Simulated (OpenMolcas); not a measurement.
**4f ions of charge +3 along the row**

```json
{
 "Program": "OpenMolcas",
 "Method": "SS-CASPT2, IPEA 0.25 Eh, imaginary shift 0.1 Eh",
 "Basis": "ANO-R3",
 "Scalar Hamiltonian": "X2C, finite nucleus",
 "Spin-orbit coupling": "RASSI with atomic mean-field integrals over the reference wave functions, term energies averaged over their components"
}
```

Active space: the 4f shell; CASPT2 also correlates the outermost closed s and p core shells.

ζ = ±2S·A comes from the whole width of the ground multiplet by E(J) = (A/2) J(J+1), where its levels are at least 85 % pure. Energies in cm-1.

| Ion | Configuration | Lowest level | Weight (%) | g | g, pure LS | Next level | E | E measured | ζ | ζ measured |
| --- | --- | --- | --- | --- | --- | --- | --- | --- | --- | --- |
| Pr3+ | 4f2 | 3H4 | 97 | 0.806 | 0.800 | 3H5 | 2320 | 2152 | 859 | 798 |
| Nd3+ | 4f3 | 4I* 9/2 | 97 | 0.733 | 0.727 | 4I* 11/2 | 2030 | 1897 | 992 | 921 |
| Pm3+ | 4f4 | 5I4 | 97 | 0.605 | 0.599 | 5I5 | 1613 |  | 1101 |  |
| Sm3+ | 4f5 | 6H* 5/2 | 96 | 0.297 | 0.284 | 6H* 7/2 | 1134 |  | 1275 |  |
| Eu3+ | 4f6 | 7F0 | 92 |  |  | 7F1 | 433 |  | 1581 |  |
| Tb3+ | 4f8 | 7F6 | 96 | 1.494 | 1.501 | 7F5 | 2130 | 2052 | 1680 | 1615 |
| Dy3+ | 4f9 | 6H* 15/2 | 94 | 1.326 | 1.334 | 6H* 13/2 | 3590 |  | 1940 |  |
| Ho3+ | 4f10 | 5I8 | 93 | 1.242 | 1.251 | 5I7 | 5200 |  | 2085 |  |
| Er3+ | 4f11 | 4I* 15/2 | 97 | 1.197 | 1.200 | 4I* 13/2 | 6640 | 6508 |  |  |
| Tm3+ | 4f12 | 3H6 | 99 | 1.166 | 1.167 | 3F4 [65 %] | 5560 | 5634 |  |  |

Measured columns use the levels in Martin, Zalubas and Hagan, Atomic Energy Levels: The Rare-Earth Elements, NSRDS-NBS 60 (1978) (Pr3+, Tb3+); the list in Arab et al., J. Quant. Spectrosc. Radiat. Transfer 229, 145 (2019) and Gaigalas et al. (2019), from Wyart et al. (2007) (Nd3+); the list in Tchang-Brillet, Wyart, Meftah and Ait Mammar, Atoms 6, 52 (2018) (Er3+, Tm3+).

The computed ζ goes from 859 (Pr3+) to 2085 cm-1 (Ho3+), a factor of 2.43, rising at every step. It departs from the measured column by +4 to +8 %.

Term energies are means over components that CASPT2 splits; among the low terms the widest spread is 870 cm-1 (4f11 4I*, Er3+). Over all roots computed the reference weight is 0.86 to 0.94 in Pr3+; the roots of lowest weight are the least certain, and an intruder state may touch them. The CASPT2 spread within a term exceeds the gap to the next term for 4f3 4S* and 4f3 4F*, 4f3 4G* and 4f3 2K*, so the order of their levels is uncertain, and so are names and mixing where such terms share a J (figures for Nd3+; the like holds for Pm3+, Dy3+, Ho3+, Er3+, Tm3+). High states are left out of the spin-orbit mixing, which shifts the levels that they would mix with (holds for Nd3+; Pm3+; Sm3+; Eu3+; Tb3+; Dy3+; Ho3+; Er3+). Some levels mix across a computed gap that differs much from the measured one, so their mixing is not that of the real levels (holds for Nd3+). Terms from blocks run as CI alone lack orbitals of their own (holds for Eu3+). Some high roots are left out of the spin-orbit mixing, which shifts the levels that they would mix with (holds for Tm3+). Computed and measured levels are paired by configuration, term and J; levels that our copy of the source lacks, or whose pairing is in doubt (as where it misses far off the trend of its configuration), stay unpaired and out of the deviations. Levels of configurations outside the active space are missing.

A share in square brackets marks a mixed level and gives the weight of the term that names it, the lowest over the columns. * marks odd parity.
